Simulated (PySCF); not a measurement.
Question: Write Cartesian coordinates for `C=N[C@@]12CCC[C@@H](CC1)C2` as optimised with PBE0-D3(BJ)/def2-SVP.

Answer: 
```xyz
25
C9H15N angstrom
C      3.1720    0.2914    0.3310
N      2.1974   -0.5106    0.3430
C      0.8332   -0.0689    0.1439
C      0.6279    1.4323   -0.1034
C     -0.8352    1.7707   -0.3870
C     -1.7930    1.0928    0.5900
C     -1.4345   -0.3827    0.7849
C     -1.2882   -1.1209   -0.5589
C      0.1834   -0.9094   -0.9817
C     -0.0202   -0.4848    1.3535
H      4.1845   -0.1059    0.4961
H      3.0950    1.3821    0.1679
H      1.2511    1.7654   -0.9506
H      0.9754    1.9886    0.7854
H     -1.0833    1.4532   -1.4136
H     -0.9792    2.8630   -0.3730
H     -1.7548    1.5986    1.5706
H     -2.8296    1.1918    0.2272
H     -2.1809   -0.8619    1.4375
H     -1.4955   -2.1929   -0.4228
H     -2.0061   -0.7550   -1.3099
H      0.2906   -0.4172   -1.9610
H      0.7252   -1.8643   -1.0395
H      0.1556    0.1555    2.2327
H      0.2342   -1.5208    1.6278
```

Orientation and origin are arbitrary. Atoms count from 1 in this order. Of the pairs four or more bonds apart, C4···H12 is among the closest relative to their van der Waals radii: 2.48 Å, 86 % of the sum of Bondi's values. The 9 C–C bonds span 1.527 Å (C5–C6, drawn single) to 1.548 Å (C3–C9, drawn single), a spread of 0.021 Å. The 6-membered ring C3–C4–C5–C6–C7–C10 has internal angles of 101.7° to 112.5°; it is puckered, 0.26 Å rms from its mean plane, widest ring torsion 71°. The 2 C–N bonds span 1.262 Å (C1=N2, drawn double) to 1.448 Å (N2–C3, drawn single), a spread of 0.186 Å.

Bonds between heavy atoms (Å): C1=N2 1.262, N2–C3 1.448, C3–C4 1.535, C4–C5 1.528, C5–C6 1.527, C6–C7 1.531, C7–C8 1.540, C8–C9 1.546, C7–C10 1.528, C3–C9 1.548, C3–C10 1.538.

The calculation used PBE0-D3(BJ)/def2-SVP geometry optimisation, gas phase (PySCF 2.14.0).

Point group: C1 (no symmetry element, even within 0.4 Å). No PBE0-D3(BJ)/def2-SVP frequencies stand behind this structure, so it isn't proved a minimum. One conformer, not necessarily the lowest (C1–N2–C3–C4 1°).

Time: 1.8 min wall; peak memory 0.95 GiB. Hardware: AMD EPYC 9R45, one thread, shared host with 64 logical CPUs at a one-minute load of 13. This is the geometry optimisation.
